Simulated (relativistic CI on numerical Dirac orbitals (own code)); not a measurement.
**Electric-dipole transitions in Pd27+**

Calculated at this level of theory: Dirac-Coulomb-Breit CI, separate exchange-only KLI orbitals for each configuration, model QED, unscaled Slater integrals (own radial code, finite nucleus).

Configuration list (outside the closed core [Ne]): 3s²3p⁶3d, 3s²3p⁵3d², 3s3p⁶3d², 3s²3p⁶4s, 3s²3p⁶4p, 3s²3p⁶4d, 3s²3p⁶4f, 3s²3p⁵3d4s, 3s²3p⁵3d4p, 3p⁶3d³, 3p⁵3d⁴. Double excitations out of closed p, d and f shells are left out; levels of such configurations are missing from the list, as are those of other unlisted configurations, and high levels can miss mixing partners. These lack a partner that the ground configuration has and come out too high: 3s²3p⁵3d4s, 3s²3p⁵3d4p.

```csv
λ vac (nm),Lower,Upper,A (s⁻¹),E lower (eV),E upper (eV)
1.6604,3s²3p⁶3d ²D3/2 [1],3s²3p⁶4f ²F°5/2 [185],1.43e+13,0.000,746.699
1.6754,3s²3p⁶3d ²D5/2 [2],3s²3p⁶4f ²F°7/2 [186],1.52e+13,7.428,747.458
1.7090,3s²3p⁶3d ²D5/2 [2],3s²3p⁵3d4s ²D°5/2 [150],1.23e+12,7.428,732.894
1.7221,3s²3p⁶3d ²D3/2 [1],3s²3p⁵3d4s ²F°5/2 [113],1.71e+12,0.000,719.965
1.7301,3s²3p⁶3d ²D5/2 [2],3s²3p⁵3d4s ²F°7/2 [125],1.86e+12,7.428,724.068
5.8609,3s²3p⁶3d ²D3/2 [1],3s²3p⁵3d² ²P°1/2 [45],3.06e+11,0.000,211.545
5.8709,3s²3p⁶3d ²D3/2 [1],3s²3p⁵3d² ²D°3/2 [44],1.22e+12,0.000,211.186
5.9722,3s²3p⁶3d ²D5/2 [2],3s²3p⁵3d² ²P°3/2 [47],9.59e+11,7.428,215.030
6.0049,3s²3p⁶3d ²D5/2 [2],3s²3p⁵3d² ²D°5/2 [46],1.11e+12,7.428,213.898
6.1212,3s²3p⁶3d ²D3/2 [1],3s²3p⁵3d² ²P°1/2 [42],5.83e+11,0.000,202.550
6.2465,3s²3p⁶3d ²D5/2 [2],3s²3p⁵3d² ²F°7/2 [43],5.19e+11,7.428,205.913
6.6989,3s²3p⁶3d ²D3/2 [1],3s²3p⁵3d² ²F°5/2 [37],4.17e+11,0.000,185.082
7.7023,3s²3p⁶3d ²D3/2 [1],3s²3p⁵3d² ⁴G°5/2 [26],5.26e+10,0.000,160.969
7.7069,3s²3p⁶3d ²D5/2 [2],3s²3p⁵3d² ²G°7/2 [28],4.14e+10,7.428,168.301
8.3090,3s²3p⁵3d² ²H°11/2 [19],3s3p⁶3d² ²G9/2 [58],1.65e+11,152.628,301.845
8.4611,3s²3p⁵3d² ⁴D°5/2 [5],3s3p⁶3d² ⁴F5/2 [49],6.45e+10,133.720,280.254
8.5093,3s²3p⁵3d² ⁴G°11/2 [10],3s3p⁶3d² ⁴F9/2 [51],1.54e+11,142.652,288.357
8.5939,3s²3p⁵3d² ⁴G°9/2 [9],3s3p⁶3d² ⁴F7/2 [50],1.48e+11,140.044,284.313
8.6538,3s²3p⁵3d² ⁴G°7/2 [6],3s3p⁶3d² ⁴F5/2 [49],1.32e+11,136.983,280.254
8.9758,3s²3p⁵3d² ⁴F°9/2 [16],3s3p⁶3d² ⁴F9/2 [51],7.11e+10,150.224,288.357
```

Terms are leading LS components. Brackets give the number of a level in order of energy, since labels repeat. The list gives strong lines, with weight on those to low levels, without lines whose two gauges differ by over a factor of 2.5, among the lowest 200 of 357 levels, so that lines to higher ones, which can be the strongest, are missing. Levels whose partners in the same complex of configurations lie outside the list can be far off, and so can their lines. Rates are taken at the computed energies, electric ones in the length gauge.

At this charge energies of transitions that change n are usually good to better than 1 %, and those within a shell (Δn = 0) to a few per cent.

LS names give the leading component of a level, which can be under half, so a name can repeat, a term be missing and a line seem to break the LS rules.
